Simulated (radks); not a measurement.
Q: Species: Yb7+. Configuration: [Kr] 4d10 4f10 5s2 5p5 (not the ground configuration). All-electron calculation, non-relativistic Kohn-Sham, PBE, spin-polarised, spherical densities, point nucleus; open shells are filled with parallel spins first (spin-orbit coupling, left out, can overturn this in heavy ions); relativity is left out, which matters for an element this heavy. Program: a radial shooting solver on a logarithmic mesh with Libxc functionals. Some entries of the table are withheld. Estimate them.

orbital  occ.  eigenvalue (eV)  <1/r> (bohr^-1)
1s up       1        -56885.79            69.46
1s down     1        -56885.69            69.46
2s up       1        -9335.664            16.23
2s down     1        -9335.509            16.23
2p up       3        -8929.022            16.26
2p down     3        -8928.875            16.26
3s up       1        -2192.819            6.198
3s down     1        -2189.964            6.203
3p up       3        -2007.200            6.144
3p down     3        -2004.594            6.149
3d up       5        -1661.142            6.057
3d down     5        -1659.265            6.062
4s up       1        -523.5191            2.677
4s down     1        -519.1228            2.674
4p up       3        -447.7250            2.586
4p down     3        -443.3434            2.583
4d up       5        -310.6657            2.393
4d down     5        -306.2950            2.389
5s up       1              (1)              (2)
5s down     1              (3)              (4)
4f up       7        -135.1278            1.997
4f down     3        -130.7561            1.987
5p up       3        -125.7656            1.039
5p down     2        -123.4069            1.030

A: 
(1) 5s up eigenvalue (eV): -149.6759
(2) 5s up <1/r> (bohr^-1): 1.125
(3) 5s down eigenvalue (eV): -147.0815
(4) 5s down <1/r> (bohr^-1): 1.117
